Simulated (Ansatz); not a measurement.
The same path of F2H3NSi (7 atoms, charge 0, multiplicity 1) was run twice with different band settings. Lost on the way: Si1–H2, Si1–F3. Made: H2–F3.

Method: RKS PBE0/cc-pVDZ (Ansatz 0.2.0).

Relaxed end points:

```xyz
7
Properties=species:S:1:pos:R:3
Si 0.113 0.091 0.171
H 0.363 0.215 1.625
F 1.569 -0.064 -0.571
N -0.845 1.382 -0.409
H -1.124 1.380 -1.386
H -0.617 2.324 -0.107
F -0.661 -1.306 -0.172
```

```xyz
7
Properties=species:S:1:pos:R:3
Si -0.711 0.204 0.515
H 1.725 -0.225 1.267
F 2.027 -0.187 0.390
N -1.035 1.486 -0.586
H -1.245 1.343 -1.571
H -0.972 2.468 -0.337
F -0.991 -1.066 -0.528
```

Common settings: movable images 7; climbing image yes; spring 5.0 eV/Å²; optimiser quadratic models (default); force threshold 0.05 eV/Å; iteration limit 60; end points relaxed.

| run | start path |
| --- | --- |
| 1 | through a guess of the saddle point |
| 2 | straight line |

**Question.** What does each run give, and how far can it be trusted?

**Answer.** Run 1: converged after 15 iterations, highest image 3.242 eV above the first end. Neighbouring images differ by up to 1.3 eV, so the band resolves the path poorly. A vibrational analysis at the climbing image gives one clearly imaginary mode, 1255i cm⁻¹: a first-order saddle point.
Run 2: converged after 11 iterations, highest image 3.241 eV above the first end. Neighbouring images differ by up to 1.3 eV, so the band resolves the path poorly. Another band between the same ends (7 images) ends at a top of the same energy, where a vibrational analysis finds 1 clearly imaginary mode.
The orbitals stay closed-shell, which can raise the energy where a bond breaks towards radicals; this wasn't checked here.
